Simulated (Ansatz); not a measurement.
The same ligand exchange along the group O, S, Se, Te.

Gas-phase electronic energies from Ansatz, PBE0-D4/def2-TZVP geometries. CCSD(T)/CBS adds triple-zeta CCSD(T) − MP2 to the extrapolated MP2 energy (def2 sets, frozen cores). This one scheme is used for every species. Functionals use def2-TZVPP. def2 core potentials past Kr. For Ge, Se, Te outer-core shells are correlated without core-valence functions, which leaves a few kJ/mol of doubt a bond. Scalar relativity is left out up to krypton.

| reaction | MP2/CBS(def2) (kcal/mol) | B2PLYP (kcal/mol) | CCSD/CBS(def2) (kcal/mol) | RPA@PBE/def2-TZVPP (kcal/mol) |
| --- | --- | --- | --- | --- |
| `[GeH3][O][GeH3]` + `[SiH3]N[SiH3]` → `[SiH3][N]([SiH3])[GeH3]` + `[OH][GeH3]` | 3.4 | 5.9 | 4.3 | 3.9 |
| `[GeH3][S][GeH3]` + `[SiH3]N[SiH3]` → `[SiH3][N]([SiH3])[GeH3]` + `[SH][GeH3]` | 9.1 | 9.4 | 8.8 | 6.6 |
| `[GeH3][Se][GeH3]` + `[SiH3]N[SiH3]` → `[SiH3][N]([SiH3])[GeH3]` + `[GeH3][SeH]` | 12.2 | 12.3 | 11.8 | 9.3 |
| `[GeH3][Te][GeH3]` + `[SiH3]N[SiH3]` → `[SiH3][N]([SiH3])[GeH3]` + `[GeH3][TeH]` | 14.9 | 14.0 | 13.7 | 10.3 |

Question: Give the CCSD(T)/CBS values in the same order. (An estimate is asked.)

Answer: Ansatz gave: 3.8, 8.7, 11.6, 13.5 kcal/mol.

Largest T1 diagnostic: 0.012, for `[GeH3][O][GeH3]`.
